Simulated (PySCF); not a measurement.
Radial density of Be(2+) (beryllium, charge +2)

UHF, 1s2, closed-shell 1S. Calculation: PySCF 2.14, in pcseg-2; no relativity, point nucleus.

| r (bohr) | 4πr²ρ (e/bohr) |
| --- | --- |
| 0.00835 | 0.02825 |
| 0.0140 | 0.07671 |
| 0.0236 | 0.2002 |
| 0.0397 | 0.4989 |
| 0.0668 | 1.136 |
| 0.112 | 2.247 |
| 0.189 | 3.503 |
| 0.318 | 3.744 |
| 0.535 | 2.191 |
| 0.900 | 0.4856 |
| 1.51 | 0.01963 |
